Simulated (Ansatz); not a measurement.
Program: Ansatz. Geometries: PBE0-D4/def2-TZVP. ΔE: electronic, gas phase. CCSD(T)/CBS is the MP2 limit (def2-TZVPP, def2-QZVPP) plus CCSD(T) − MP2 in def2-TZVPP, frozen cores. This one scheme is used for every species, atoms too. DFT in def2-TZVPP. Open shells (•) are unrestricted, without spin–orbit coupling. Spin–orbit coupling would lower the free atoms: a little for O, Si. One conformer a species, not always the lowest.

Reaction (atomization): `O[SiH][SiH2]O`• → 5 H• + 2 O• + 2 Si•

CCSD(T)/CBS gives +2997.0 kJ/mol.

Another level gave +2944.6 kJ/mol. Which?
A. PBE-D4/def2-TZVPP
B. r2SCAN-D4/def2-TZVPP
C. MP2/def2-TZVPP
D. PBE/def2-TZVPP

C. MP2/def2-TZVPP 2944.6, r2SCAN-D4 2995.7, PBE 2984.8, PBE-D4 3002.6 kJ/mol.

Largest T1 diagnostic among the species: 0.015.

From PBE to PBE0 (25 % exact exchange), in def2-TZVPP and without D4, ΔE moves by −54.8 kJ/mol: exact exchange takes away binding that semilocal exchange gives to molecules. The D4 term adds +29.0 kJ/mol with B3LYP and +15.1 kJ/mol with PBE0; it sums over pairs of atoms, weighted by their polarisabilities, and B3LYP, whose exchange is more repulsive, gets the larger term. In def2-TZVPP, CCSD(T) changes the Hartree–Fock value by +766.5 kJ/mol (the triples alone add +40.8 kJ/mol) and MP2 by +812.4 kJ/mol; breaking electron pairs costs correlation energy, which Hartree–Fock lacks.

B3LYP here is the variant with VWN-RPA as its local correlation; programs differ in this.

For atomizations the MP2-based limit and the directly extrapolated one differ by several kJ/mol either way, and by 10 to 25 for some Ge, Se and Sn compounds, so smaller differences from it don't rank the levels.
